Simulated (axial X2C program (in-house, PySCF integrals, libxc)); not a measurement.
## BeO⁻: from Re and ωe to a spectrum

A bond curve at the PBE0 level, 2c, was computed with an in-house all-electron X2C program for linear molecules (integrals from PySCF) (basis O dyall-av3z [7s6p3d2f], Be dyall-av3z [9s9p4d2f] (cores contracted in-house)) for the state Ω = 1/2 (⟨Sz⟩ = 0.50, ⟨Lz⟩ = 0.00 at PBE0). Its fit gives Re = 1.3587 Å, ωe = 1419.9 cm⁻¹, ωexe = 9.58 cm⁻¹ and αe = 1.690e-02 cm⁻¹; the masses are 15.9949 and 9.0122 u. Two-component means X2C with spin–orbit coupling and atomic mean-field Coulomb and Gaunt terms.

(1) Find the reduced mass, Be and the force constant.

(2) Estimate the centrifugal constant by the Kratzer relation.

(3) Estimate De from a Morse curve and compare with the computed well depth of 5.468 eV to O- + Be.

(4) Where do the fundamental and the first overtone lie?

(5) A Morse curve ties αe to the other constants (Pekeris). How well does that hold?

Occupations by symmetry block were frozen at the best pattern of an incomplete PBE0 search. Dissociation energies refer to the lowest single-determinant-based atoms at the same level and basis. Density functionals use the spin component along the axis (collinear). The 2c atoms are single determinants rather than J levels; their spin–orbit lowering is only partly caught, and De is too large by that part. This holds for PBE0. Without a current term, density functionals place determinants with orbital angular momentum somewhat too high. The highest occupied level of some functionals is positive through self-interaction error; at Hartree–Fock it is bound.

## Answers

(1) From the PBE0 values: μ = 5.7643 u. Be = 16.8576/(μ Re²) = 1.584 cm⁻¹. k = 5.8918×10⁻⁷ μ ωe² = 6.85 mdyn/Å.

(2) D = 4Be³/ωe² = 7.89e-06 cm⁻¹.

(3) De(Morse) = ωe²/(4ωexe) = 6.523 eV against 5.468 eV computed, a ratio of 1.19. The extrapolation overshoots: the well softens faster than a Morse curve, or the lowest atomic limit lies below the one to which the curve heads.

(4) ν(1←0) = ωe − 2ωexe = 1400.7 cm⁻¹; ν(2←0) = 2ωe − 6ωexe = 2782.3 cm⁻¹.

(5) αe(Morse) = 6Be²/ωe × (√(ωexe/Be) − 1) = 1.547e-02 cm⁻¹; the PBE0 curve gives 1.690e-02 cm⁻¹, a ratio of 0.92.
